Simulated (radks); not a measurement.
Values are calculated unless marked as measured or tabulated.
Problem. The gold ion Au3+ is in [Xe] 4f14 5d(3/2: 4, 5/2: 4). Level of theory: Dirac Kohn-Sham, relativistic LDA (MacDonald-Vosko exchange, VWN5 correlation), spin-unpolarised, spherical densities, finite nucleus; Fermi nuclear charge, rms radius of each element as measured or else 0.836 A^(1/3) + 0.57 fm (a radial shooting solver on a logarithmic mesh with Libxc functionals). Sub-shells are occupied by j as written (lower j first in brackets). One electron is removed from 5p3/2, 5p1/2, 5d3/2, 5d5/2 in turn, with full relaxation. Which removal costs least, and what does each cost?

Solution. 5d5/2 47.088 eV; 5d3/2 49.089 eV; 5p3/2 99.420 eV; 5p1/2 116.66 eV. The 5d5/2 electron leaves first.
